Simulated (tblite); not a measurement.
Compound: C5H7BGe.
SMILES with atom numbers: `[CH:1]#[C:2][GeH2:3][BH:4][CH:5]1[CH:6]=[CH:7]1` (hydrogens: H8 on C1; H9, H10 on Ge3; H11 on B4; H12 on C5; H13 on C6; H14 on C7)

Computed with GFN2-xTB (tblite), gas phase: L-BFGS steps from a force-field or distance-geometry start until the largest atomic force falls under 0.01 eV/Å.

Step 48: E = -468.3569 eV
```
atom  x, y, z in Å  |  force x, y, z in eV/Å
C1      2.5889   -1.4744    0.1723    0.000   0.004   0.012
C2      2.1414   -0.3908    0.4434   -0.024  -0.015   0.018
Ge3     1.3062    1.2726    0.8565   -0.014  -0.007  -0.034
B4     -0.6808    1.3200    0.4765    0.059   0.056   0.051
C5     -1.4161    0.1551   -0.2423    0.065   0.032  -0.016
C6     -1.3415   -1.3243    0.0584    0.050   0.038  -0.012
C7     -2.4943   -0.7688    0.2672   -0.008  -0.015   0.039
H8      2.9976   -2.4179   -0.0587    0.013   0.019  -0.006
H9      2.0910    2.2736    0.0344   -0.023  -0.049   0.025
H10     1.7907    1.5840    2.2536   -0.043  -0.027  -0.031
H11    -1.2528    2.3285    0.6558   -0.023  -0.013  -0.032
H12    -1.5145    0.4313   -1.3041    0.002   0.001  -0.043
H13    -0.7017   -2.1701    0.0947    0.012  -0.015  -0.027
H14    -3.5148   -0.8193    0.5501   -0.064  -0.010   0.055
```

Step 49: E = -468.3585 eV
```
atom  x, y, z in Å  |  force x, y, z in eV/Å
C1      2.6003   -1.4733    0.1762   -0.022   0.020   0.016
C2      2.1450   -0.3940    0.4525   -0.003  -0.028   0.024
Ge3     1.3068    1.2658    0.8751   -0.073  -0.033  -0.076
B4     -0.6769    1.3181    0.4621    0.082   0.099   0.090
C5     -1.4246    0.1565   -0.2446    0.077   0.039  -0.029
C6     -1.3416   -1.3257    0.0489    0.050   0.036  -0.045
C7     -2.4902   -0.7728    0.2810   -0.013  -0.027   0.074
H8      3.0086   -2.4156   -0.0605    0.017   0.024  -0.005
H9      2.0823    2.2724    0.0521   -0.005  -0.045   0.019
H10     1.7930    1.5789    2.2694   -0.046  -0.030  -0.012
H11    -1.2324    2.3435    0.5997   -0.017  -0.028  -0.039
H12    -1.5598    0.4417   -1.2993    0.022  -0.012  -0.062
H13    -0.7051   -2.1746    0.0681    0.024   0.000  -0.030
H14    -3.5061   -0.8214    0.5772   -0.094  -0.014   0.076
```

Step 50: E = -468.3612 eV
```
atom  x, y, z in Å  |  force x, y, z in eV/Å
C1      2.6192   -1.4722    0.1829   -0.067   0.052   0.023
C2      2.1455   -0.4032    0.4699    0.039  -0.057   0.027
Ge3     1.3036    1.2516    0.9072   -0.166  -0.068  -0.133
B4     -0.6711    1.3174    0.4381    0.084   0.134   0.122
C5     -1.4368    0.1623   -0.2541    0.052   0.046  -0.062
C6     -1.3376   -1.3237    0.0340    0.007   0.032  -0.094
C7     -2.4796   -0.7771    0.3044    0.007  -0.033   0.124
H8      3.0298   -2.4105   -0.0658    0.025   0.032  -0.001
H9      2.0633    2.2636    0.0802    0.036  -0.028   0.001
H10     1.7961    1.5691    2.2953   -0.051  -0.035   0.020
H11    -1.2013    2.3645    0.5099    0.007  -0.045  -0.039
H12    -1.6371    0.4569   -1.2963    0.075  -0.049  -0.042
H13    -0.7069   -2.1775    0.0272    0.041   0.038  -0.041
H14    -3.4880   -0.8217    0.6251   -0.089  -0.019   0.095
```

Step 51: E = -468.3642 eV
```
atom  x, y, z in Å  |  force x, y, z in eV/Å
C1      2.6301   -1.4716    0.1874   -0.107   0.079   0.028
C2      2.1342   -0.4145    0.4822    0.084  -0.086   0.021
Ge3     1.2945    1.2394    0.9256   -0.200  -0.093  -0.139
B4     -0.6689    1.3218    0.4236    0.088   0.038   0.116
C5     -1.4398    0.1707   -0.2663    0.004  -0.019  -0.017
C6     -1.3284   -1.3164    0.0273    0.020   0.000  -0.153
C7     -2.4662   -0.7758    0.3188   -0.044   0.018   0.171
H8      3.0469   -2.4046   -0.0711    0.029   0.034   0.005
H9      2.0477    2.2478    0.0943    0.078   0.004  -0.025
H10     1.7928    1.5603    2.3087   -0.050  -0.036   0.045
H11    -1.1879    2.3709    0.4622   -0.018   0.069  -0.029
H12    -1.6820    0.4635   -1.2983    0.109  -0.055  -0.071
H13    -0.7042   -2.1753    0.0055    0.060   0.069  -0.047
H14    -3.4697   -0.8167    0.6579   -0.053  -0.022   0.096
```

**Question.** Estimate the geometry and energy of step 52. (The exact step hangs on the optimiser's Hessian estimate; all steps are aligned on step 51, rigid shifts and turns removed.)

**Answer.** E = -468.3613 eV, largest force 0.346 eV/Å
```
atom  x, y, z in Å  |  force x, y, z in eV/Å
C1      2.6572   -1.4684    0.1982   -0.148   0.081   0.031
C2      2.1353   -0.4277    0.5072    0.102  -0.101   0.019
Ge3     1.2806    1.2147    0.9627   -0.194  -0.057  -0.111
B4     -0.6547    1.3264    0.3932   -0.192   0.240  -0.032
C5     -1.4531    0.1806   -0.2720   -0.195   0.049  -0.153
C6     -1.3206   -1.3155   -0.0006   -0.280   0.021  -0.093
C7     -2.4465   -0.7849    0.3609    0.253  -0.040   0.126
H8      3.0816   -2.3937   -0.0745    0.043   0.040   0.010
H9      2.0232    2.2346    0.1414    0.139   0.027  -0.061
H10     1.7778    1.5401    2.3442   -0.063  -0.055   0.062
H11    -1.1338    2.4113    0.3104    0.166  -0.276   0.046
H12    -1.7952    0.4894   -1.2804    0.270  -0.168   0.136
H13    -0.7134   -2.1902   -0.0730    0.004   0.272  -0.052
H14    -3.4395   -0.8171    0.7401    0.094  -0.032   0.071
```

The energy changes by +0.0028 eV. The first-order estimate −F·Δx gives -0.0085 eV and the mean of the old and new forces, exact on a quadratic surface, +0.0060 eV. The step makes an angle of 86° with the force vector and moves no atom by more than 0.166 Å. The energy falls at the start of this step and ends higher, so the step passed the lowest point of its straight line.

The cost below is that of the whole relaxation. Time: 2.8 s of wall time. Hardware: one thread of an Intel Xeon at 2.50 GHz, no GPU, shared host.
